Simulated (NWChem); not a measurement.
Molecule: C$_{3}$H$_{7}$Si, doublet; SMILES C1C[CH][SiH2]1

```xyz
11

C      1.2055     0.3616     0.0000
C      0.0894     1.3734     0.0000
C     -1.1584     0.4368     0.0000
Si     0.0190    -1.0642     0.0000
H      2.2734     0.5961     0.0000
H      0.1219     2.0465    -0.8800
H      0.1219     2.0465     0.8800
H     -1.7963     0.5472     0.8892
H     -1.7963     0.5472    -0.8892
H     -0.0048    -1.9581     1.2045
H     -0.0048    -1.9581    -1.2045
```
Atoms are numbered in this order, from 1.

All runs: NWChem. Pople sets run with spherical d functions. Spin-unrestricted. Structure relaxed at the PBE0/def2-SVP, spin-unrestricted level. No stability test was run on the SCF state. Level BLYP/6-31G*: single points from the atomic guess with DIIS by default; each run changes one setting, and all converged runs end within 0.3 mHa of each other.

```json
[
 {"setting": "defaults", "SCF iterations": "8"},
 {"setting": "DIIS on 20 Fock matrices", "SCF iterations": "8"},
 {"setting": "DIIS on 3 Fock matrices", "SCF iterations": "8"},
 {"setting": "70 % damping for 30 cycles", "SCF iterations": "29"},
 {"setting": "no DIIS, 40 % damping", "SCF iterations": "15"},
 {"setting": "core-Hamiltonian guess", "SCF iterations": "12"}
]
```
